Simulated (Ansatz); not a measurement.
`[CH3][GeH]([F])[SH]` → `[CH3][Ge][F]` + H₂S at 500 K and 1 bar (germylene formation by 1,1-elimination).

Program: Ansatz. Geometries: PBE0-D4/def2-TZVP. ΔE: electronic, gas phase. CCSD(T)/CBS adds triple-zeta CCSD(T) − MP2 to the extrapolated MP2 energy (def2 sets, frozen cores). This one scheme is used for every species. For Ge outer-core shells are correlated without core-valence functions, which leaves a few kJ/mol of doubt a bond. Scalar relativity is left out up to krypton. Each species was taken in one conformer, which may not be the lowest.

```
              species  CCSD(T)/CBS energy (Eh)  H − E (kJ/mol)  S (J/(mol·K))
`[CH3][GeH]([F])[SH]`              -2614.81526           193.0          408.1
       `[CH3][Ge][F]`              -2215.78112           126.9          339.2
                  H₂S               -398.97279            57.0          224.0
```

H − E and S are ideal-gas, rigid-rotor, harmonic terms from PBE0-D4/def2-TZVP, for one conformer and one mirror image of each species. 1 Eh = 2625.50 kJ/mol, R = 8.31446 J/(mol·K).

**Question.** By hand: ΔE, ΔH, ΔS and ΔG.

**Answer.** ΔE = (-2215.78112) + (-398.97279) − (-2614.81526) = 0.06135 Eh = 161.1 kJ/mol. Δ(H − E) = 126.9 + 57.0 − 193.0 = -9.1, so ΔH = 152.0 kJ/mol. ΔS = 339.2 + 224.0 − 408.1 = 155.1 J/(mol·K). ΔG = 152.0 − 500 × (155.1)/1000 = 74.5 kJ/mol.

**Question.** By hand: the equilibrium constant, and the temperature at which ΔG would vanish if ΔH and ΔS stayed fixed.

**Answer.** log₁₀ K = −ΔG/(RT ln 10) = -7.8. ΔG = 0 at ΔH/ΔS = 980 K.

The number of gas molecules changes by +1, which sets the sign of ΔS. A doubt of 5 kJ/mol in ΔE shifts log₁₀ K by 0.5 here. Other conformers and mirror images would add mixing entropy, several J/(mol·K) or more a flexible species. These are equilibria of isolated gas molecules and say nothing of rates. Largest T1 diagnostic: 0.013 (customary marks: 0.02 for closed shells, 0.045 for open ones).
